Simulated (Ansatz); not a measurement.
Molecular dynamics of Mo16F

Input:

```yaml
accuracy: low
crystal:
  lattice:
    - [6.3, 0.0, 0.0]
    - [0.0, 6.3, 0.0]
    - [0.0, 0.0, 6.3]
  atoms:
    - { symbol: Mo, position: [-0.028131, -0.0170964, -0.01472523] }
    - { symbol: Mo, position: [0.5416378, -0.02973998, 0.01830038] }
    - { symbol: Mo, position: [-0.00640664, 0.50645318, -0.00604453] }
    - { symbol: Mo, position: [-0.00088485, 0.00484718, 0.50519132] }
    - { symbol: Mo, position: [0.24797035, 0.2729954, 0.27427404] }
    - { symbol: Mo, position: [0.4937227, 0.51109039, 0.00191881] }
    - { symbol: Mo, position: [0.47906508, -0.01057011, 0.50659334] }
    - { symbol: Mo, position: [0.7385711, 0.26202671, 0.26678174] }
    - { symbol: Mo, position: [0.00308721, 0.48154537, 0.50839816] }
    - { symbol: Mo, position: [0.24844347, 0.74074592, 0.25250375] }
    - { symbol: Mo, position: [0.27217236, 0.26243927, 0.72032669] }
    - { symbol: Mo, position: [0.50259091, 0.5113028, 0.49280101] }
    - { symbol: Mo, position: [0.76457629, 0.75022581, 0.26243332] }
    - { symbol: Mo, position: [0.75471298, 0.25630616, 0.73569147] }
    - { symbol: Mo, position: [0.23569443, 0.75084026, 0.73729384] }
    - { symbol: Mo, position: [0.73923947, 0.75244783, 0.73641235] }
    - { symbol: F, position: [0.26129414, 0.10322694, -0.00081597] }
basis:
  ecutwfc: 420.0
kpoints:
  mp_grid: { grid: [2, 2, 2] }
hamiltonian:
  xc: pbe
scf:
  occupations: { method: fermi_dirac, width: 0.15 }
  lower_state_search: "off"
  convergence: { dr2_threshold: 0.1 }
  max_iter: 99
md:
  timestep: 2
  n_steps: 200
  ensemble: nve
  temperature: 840.0
  initial_velocities: maxwell_boltzmann
  seed: 268558
```

Launched with:

```bash
$ ansatz run input.yaml --threads 2 --pin off --max-ram 5120MiB --backend cpu --events-out ev --progress --plain --runs-dir out
```

It goes on from the last frame of an earlier run, with new velocities.

Output, in part (warnings, step lines):

```
WARN: F and its Harris–Foulkes estimate disagree by 1.32e-2 eV at the final density (on a DFT+U run the figure also counts the on-site term, by absolute value) — the energy may not be reliable. Consider tightening scf.convergence.
md step     0: t =     0.00 fs  T =   840.0 K  F+E_penalty+E_count = -80099.69982998 eV  E_kin = 1.737254 eV  conserved = -80097.96257559 eV  (6 SCF iters)
md step     1: t =     2.00 fs  T =   840.2 K  F+E_penalty+E_count = -80099.70042225 eV  E_kin = 1.737733 eV  conserved = -80097.96268907 eV  (6 SCF iters)
md step     2: t =     4.00 fs  T =   834.7 K  F+E_penalty+E_count = -80099.68899584 eV  E_kin = 1.726271 eV  conserved = -80097.96272487 eV  (6 SCF iters)
md step     3: t =     6.00 fs  T =   823.1 K  F+E_penalty+E_count = -80099.66495500 eV  E_kin = 1.702255 eV  conserved = -80097.96269973 eV  (6 SCF iters)
md step     4: t =     8.00 fs  T =   805.6 K  F+E_penalty+E_count = -80099.62870266 eV  E_kin = 1.666071 eV  conserved = -80097.96263132 eV  (6 SCF iters)
md step     5: t =    10.00 fs  T =   782.8 K  F+E_penalty+E_count = -80099.58136483 eV  E_kin = 1.618978 eV  conserved = -80097.96238638 eV  (2 SCF iters)
md step     6: t =    12.00 fs  T =   755.5 K  F+E_penalty+E_count = -80099.52455883 eV  E_kin = 1.562403 eV  conserved = -80097.96215579 eV  (2 SCF iters)
md step     7: t =    14.00 fs  T =   724.5 K  F+E_penalty+E_count = -80099.46040317 eV  E_kin = 1.498294 eV  conserved = -80097.96210902 eV  (2 SCF iters)
[... lines left out ...]
md step   199: t =   398.00 fs  T =   651.1 K  F+E_penalty+E_count = -80099.31556337 eV  E_kin = 1.346524 eV  conserved = -80097.96903937 eV  (2 SCF iters)
md step   200: t =   400.00 fs  T =   686.2 K  F+E_penalty+E_count = -80099.39354517 eV  E_kin = 1.419243 eV  conserved = -80097.97430260 eV  (6 SCF iters)
```

The steps, from the saved trajectory:

```
time (fs)  T (K)  potential energy less start (eV)  conserved less start (meV/atom)
      0.0    840                             0.000                             0.00
     12.0    755                             0.175                             0.02
     24.0    556                             0.589                             0.05
     36.0    414                             0.881                             0.05
     48.0    470                             0.769                             0.17
     60.0    596                             0.503                            -0.09
     72.0    765                             0.155                            -0.02
     84.0    874                            -0.071                            -0.05
     96.0    808                             0.063                            -0.19
    108.0    706                             0.279                             0.19
    120.0    585                             0.523                            -0.25
    132.0    530                             0.641                             0.05
    144.0    514                             0.673                            -0.06
    156.0    625                             0.437                            -0.47
    168.0    704                             0.277                            -0.29
    180.0    789                             0.098                            -0.47
    192.0    830                             0.022                             0.09
    204.0    715                             0.255                            -0.20
    216.0    708                             0.266                            -0.41
    228.0    621                             0.450                            -0.21
    240.0    591                             0.505                            -0.56
    252.0    543                             0.616                             0.13
    264.0    540                             0.618                            -0.16
    276.0    577                             0.552                             0.48
    288.0    657                             0.379                             0.10
    300.0    718                             0.250                            -0.13
    312.0    770                             0.147                             0.20
    324.0    809                             0.066                             0.08
    336.0    774                             0.127                            -0.57
    348.0    710                             0.265                            -0.23
    360.0    540                             0.611                            -0.52
    372.0    481                             0.750                             0.46
    384.0    504                             0.689                            -0.36
    396.0    618                             0.451                            -0.52
```

All steps were run. The conserved energy stayed within 0.92 meV per atom of its start (net change -0.69 meV per atom), so the integration is sound. A run of 0.4 ps of so small a system gives no equilibrium averages. The SCF threshold is loose, so the forces are noisy. Limits of this set-up: coarse k mesh, odd electron count without spin, low accuracy level.

Mean squared displacements from the first frame to the last, about the centre of mass: Mo 0.03 Å², F 0.14 Å².

Last frame:

```xyz
17
Lattice="6.3000 0.0000 0.0000 0.0000 6.3000 0.0000 0.0000 0.0000 6.3000" Properties=species:S:1:pos:R:3
Mo -0.271 -0.252 0.053
Mo 3.186 -0.105 -0.129
Mo -0.029 3.083 0.028
Mo 0.096 -0.048 3.256
Mo 1.665 1.838 1.756
Mo 3.255 3.205 -0.002
Mo 3.221 0.048 3.180
Mo 4.688 1.530 1.429
Mo -0.056 3.104 3.111
Mo 1.700 4.741 1.542
Mo 1.546 1.744 4.574
Mo 3.185 3.180 3.144
Mo 4.679 4.707 1.686
Mo 4.717 1.535 4.720
Mo 1.423 4.785 4.771
Mo 4.765 4.703 4.648
F 1.350 0.846 0.109
```

Run time: 15 min on 2 threads of Arm Neoverse V1 (shared host), peak memory 0.91 GiB.
